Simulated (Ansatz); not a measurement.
H3Sb (SMILES [SbH3]) at its CCSD(T)/def2-TZVPP minimum, average atomic masses, point group C3v.
(charge 0, multiplicity 1):
```csv
atom,x (Å),y (Å),z (Å)
Sb,0.0001,0.0001,0.0231
H,-0.5746,1.2995,-0.9360
H,-0.8475,-1.1513,-0.9226
H,1.4114,-0.1623,-0.9362
```

Frozen-core correlation. Filled d and f shells under p-block atoms count as core.

Programs: Ansatz (Gaussian orbitals).  In def2 rows elements past Kr take small-core potentials, without spin–orbit coupling.

Harmonic frequencies (cm⁻¹): 810 851 851 1965 1966 1966.

Task: Work out the rotational constants, the zero-point energy, and the ideal-gas entropy and heat capacity at 298.15 K and 1 bar (rigid rotor, harmonic oscillator).

Result: 
Principal moments 5.755, 5.755, 6.130 u Å² give 16.8576/I = 2.929, 2.929, 2.750 cm⁻¹. Zero point: Σω/2 = 4204 cm⁻¹ = 12.02 kcal/mol. Translation R(1.5 ln M + 2.5 ln T − 1.1517) with M = 124.784 u: 169.05 J/(mol K). Rotation with σ = 3: q = 362.8, S = R(ln q + 3/2) = 61.48. Vibration, summed over R(u/(eᵘ − 1) − ln(1 − e⁻ᵘ)) with u = 1.43878ω/T: 2.27, of which the lowest mode gives 0.83. S° = 232.8 J/(mol K); C_p = 4R + 7.60 = 40.86 J/(mol K).

Ansatz is an electronic-structure program.
